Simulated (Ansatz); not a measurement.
Fe6⁺, relaxed as a multiplicity 18 with UKS PBE-D4/def2-SVP in Ansatz, starting from the GFN2-xTB geometry. Force threshold 0.02 eV/Å.

The charge 1 multiplicity 18 is spin-contaminated (final ⟨S²⟩ up to 81.34, 80.75 for a pure state). An occupied level of the charge 1 multiplicity 18 lies above an empty one of the other spin, so a lower spin may lie lower. The relaxation made no stability test and no search for a lower SCF solution. No other spin state of charge 1 was run. The structure comes from a short search, and lower isomers may exist.

Start:

Cartesian coordinates in Å:
```
Fe 1.519 -0.960 0.991
Fe -0.532 1.288 2.183
Fe 0.630 -1.349 -2.119
Fe -1.240 0.790 -0.799
Fe -1.304 -1.158 0.345
Fe 0.927 1.389 -0.602
```

Problem. Estimate the energy that the relaxation releases and the steps that it takes.

Solution. 623.9 kJ/mol, in 12 steps; 2.4 min on 4 threads of Arm Neoverse V1 on a shared host. No frequencies were taken in this run, so the end may be a saddle point.

Problem. Does the start keep its bonding?

Solution. By distances, no bond broke or formed, bridged metal pairs apart. The bond that changes most is Fe1–Fe3, from 3.26 to 2.37 Å (atoms count from 1). Metal–metal contacts that move far: Fe5–Fe6 3.52 to 2.73 Å, Fe1–Fe2 3.27 to 2.75 Å. The end is the same structure that another start reached, the lowest one found.

Problem. Predict the relaxed structure.

Solution. 
Cartesian coordinates in Å:
```
Fe 1.371 -0.915 0.758
Fe -0.501 0.979 1.441
Fe 0.494 -0.974 -1.445
Fe -1.368 0.913 -0.757
Fe -0.862 -0.992 0.372
Fe 0.866 0.989 -0.369
```
Bond lengths (bridged metal pairs left out): 13 × Fe–Fe 2.27 to 2.75 Å.
